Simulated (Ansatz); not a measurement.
All values below come from PBE0-D3(BJ)/def2-TZVP run with Ansatz (an electronic-structure program). No frequencies were computed at this level.

Ansatz 0.2 input:
```yaml
crystal:
  periodic: [false, false, false]
  atoms:
    - { symbol: S, position_ang: [0.836754, -0.574064, -1.746399] }
    - { symbol: Ge, position_ang: [0.061004, -0.379198, 0.382546] }
    - { symbol: S, position_ang: [0.48914, 1.709521, 1.163405] }
    - { symbol: S, position_ang: [-2.133977, -0.893203, 0.432481] }
    - { symbol: Cl, position_ang: [1.093159, -1.725247, 1.65883] }
    - { symbol: H, position_ang: [2.092752, -0.349895, -1.386439] }
    - { symbol: H, position_ang: [-0.00755, 2.311906, 0.087566] }
    - { symbol: H, position_ang: [-2.431282, -0.099819, -0.59199] }
basis:
  gaussian: { orbitals: def2-tzvp }
hamiltonian:
  xc: pbe0
  dispersion: d3bj
relax:
  max_steps: 150
```

Output:

```
Functional definition: PBE0
1614 factors; their error is unknown
mean field evaluation 1: about -101576.3555 eV, gradient 3.0e1 eV
mean field evaluation 2: about -101575.5903 eV, gradient 4.0e1 eV
mean field evaluation 4: about -101578.0547 eV, gradient 9.7e-1 eV
mean field evaluation 8: about -101578.4297 eV, gradient 2.7e-2 eV
mean field -101578.42974618 eV, -3732.9384408396 hartree, gradient 4.6e-5 eV, S^2 0.000000; 0 other end points of the search recorded, 0 dependent functions left out
reference -101578.42977554 eV, -3732.9384419183 hartree; 50, 50 occupied and 164, 164 virtual orbitals, 1614 factors
relax step   1: F+E_penalty+E_count = -101578.73612015 eV  Δ(F+E_penalty+E_count) = +0.000e0 eV  max|allowed force component| = 8.638e-1 eV/Å  Δτ_max = 0.0000 Å  (26 SCF iters, accepted)
these checks for a lower state are left out or cut short: starts, cluster_reference, orbital_swaps, neighbouring_geometries, increment
1614 factors; their error is unknown
mean field evaluation 16: about -101577.9172 eV, gradient 8.4e0 eV
mean field -101578.48243372 eV, -3732.9403770710 hartree, gradient 8.6e-6 eV, S^2 0.000000; 0 other end points of the search recorded, 0 dependent functions left out
reference -101578.48246314 eV, -3732.9403781519 hartree; 50, 50 occupied and 164, 164 virtual orbitals, 1614 factors
relax step   2: F+E_penalty+E_count = -101578.79733318 eV  Δ(F+E_penalty+E_count) = -6.121e-2 eV  max|allowed force component| = 4.669e-1 eV/Å  Δτ_max = 0.1934 Å  (30 SCF iters, accepted)
these checks for a lower state are left out or cut short: starts, cluster_reference, orbital_swaps, neighbouring_geometries, increment
1614 factors; their error is unknown
mean field -101578.53797099 eV, -3732.9424180280 hartree, gradient 1.8e-5 eV, S^2 0.000000; 0 other end points of the search recorded, 0 dependent functions left out
reference -101578.53800031 eV, -3732.9424191052 hartree; 50, 50 occupied and 164, 164 virtual orbitals, 1614 factors
relax step   3: F+E_penalty+E_count = -101578.85102646 eV  Δ(F+E_penalty+E_count) = -5.369e-2 eV  max|allowed force component| = 2.726e-1 eV/Å  Δτ_max = 0.1225 Å  (29 SCF iters, accepted)
these checks for a lower state are left out or cut short: starts, cluster_reference, orbital_swaps, neighbouring_geometries, increment
1614 factors; their error is unknown
mean field evaluation 32: about -101578.5435 eV, gradient 1.8e-1 eV
mean field -101578.54349853 eV, -3732.9426211614 hartree, gradient 7.6e-6 eV, S^2 0.000000; 0 other end points of the search recorded, 0 dependent functions left out
reference -101578.54352785 eV, -3732.9426222389 hartree; 50, 50 occupied and 164, 164 virtual orbitals, 1614 factors
relax step   4: F+E_penalty+E_count = -101578.85653204 eV  Δ(F+E_penalty+E_count) = -5.506e-3 eV  max|allowed force component| = 1.685e-1 eV/Å  Δτ_max = 0.0368 Å  (30 SCF iters, accepted)
these checks for a lower state are left out or cut short: starts, cluster_reference, orbital_swaps, neighbouring_geometries, increment
1614 factors; their error is unknown
mean field -101578.54918470 eV, -3732.9428301243 hartree, gradient 1.5e-5 eV, S^2 0.000000; 0 other end points of the search recorded, 0 dependent functions left out
reference -101578.54921402 eV, -3732.9428312018 hartree; 50, 50 occupied and 164, 164 virtual orbitals, 1614 factors
relax step   5: F+E_penalty+E_count = -101578.86240449 eV  Δ(F+E_penalty+E_count) = -5.872e-3 eV  max|allowed force component| = 1.560e-1 eV/Å  Δτ_max = 0.0922 Å  (29 SCF iters, accepted)
these checks for a lower state are left out or cut short: starts, cluster_reference, orbital_swaps, neighbouring_geometries, increment
1614 factors; their error is unknown
mean field -101578.55207871 eV, -3732.9429364772 hartree, gradient 1.5e-5 eV, S^2 0.000000; 0 other end points of the search recorded, 0 dependent functions left out
reference -101578.55210799 eV, -3732.9429375530 hartree; 50, 50 occupied and 164, 164 virtual orbitals, 1614 factors
relax step   6: F+E_penalty+E_count = -101578.86510852 eV  Δ(F+E_penalty+E_count) = -2.704e-3 eV  max|allowed force component| = 3.385e-2 eV/Å  Δτ_max = 0.0740 Å  (29 SCF iters, accepted)
these checks for a lower state are left out or cut short: starts, cluster_reference, orbital_swaps, neighbouring_geometries, increment
1614 factors; their error is unknown
mean field -101578.55246157 eV, -3732.9429505468 hartree, gradient 8.1e-6 eV, S^2 0.000000; 0 other end points of the search recorded, 0 dependent functions left out
reference -101578.55249081 eV, -3732.9429516216 hartree; 50, 50 occupied and 164, 164 virtual orbitals, 1614 factors
relax step   7: F+E_penalty+E_count = -101578.86573305 eV  Δ(F+E_penalty+E_count) = -6.245e-4 eV  max|allowed force component| = 2.554e-2 eV/Å  Δτ_max = 0.0284 Å  (30 SCF iters, accepted)
these checks for a lower state are left out or cut short: starts, cluster_reference, orbital_swaps, neighbouring_geometries, increment
1614 factors; their error is unknown
mean field evaluation 64: about -101578.5525 eV, gradient 7.8e-6 eV
mean field -101578.55247439 eV, -3732.9429510180 hartree, gradient 7.8e-6 eV, S^2 0.000000; 0 other end points of the search recorded, 0 dependent functions left out
reference -101578.55250363 eV, -3732.9429520926 hartree; 50, 50 occupied and 164, 164 virtual orbitals, 1614 factors
relax step   8: F+E_penalty+E_count = -101578.86580682 eV  Δ(F+E_penalty+E_count) = -7.378e-5 eV  max|allowed force component| = 4.912e-3 eV/Å  Δτ_max = 0.0235 Å  (30 SCF iters, accepted)
1614 factors; their error is unknown
mean field -101578.55247439 eV, -3732.9429510180 hartree, gradient 8.0e-6 eV, S^2 0.000000; 1 other end points of the search recorded, 0 dependent functions left out
reference -101578.55250363 eV, -3732.9429520926 hartree; 50, 50 occupied and 164, 164 virtual orbitals, 1614 factors
Total energy: -101578.86583607 eV, -3732.9544668472 hartree
Atom 0 at     0.785454    -0.684452    -1.675939 Å, force     0.002521    -0.001734    -0.002071 eV/Å
Atom 1 at     0.056804    -0.393488     0.386468 Å, force     0.000359    -0.002284    -0.002710 eV/Å
Atom 2 at     0.602378     1.614782     1.133074 Å, force     0.000410     0.002066    -0.002603 eV/Å
Atom 3 at    -2.083583    -0.927620     0.404842 Å, force    -0.000697    -0.001794     0.004912 eV/Å
Atom 4 at     0.961404    -1.724343     1.802577 Å, force    -0.001102     0.000832     0.002314 eV/Å
Atom 5 at     1.913357     0.011955    -1.451510 Å, force     0.001303     0.001993    -0.001384 eV/Å
Atom 6 at     0.120479     2.221013     0.033751 Å, force     0.000583    -0.001166     0.004852 eV/Å
Atom 7 at    -2.356292    -0.117847    -0.633264 Å, force    -0.003377     0.002086    -0.003309 eV/Å
Dipole moment:    -0.043887     0.378387    -0.365038 e Å
```

Cost: roughly 2.1 core-minutes.
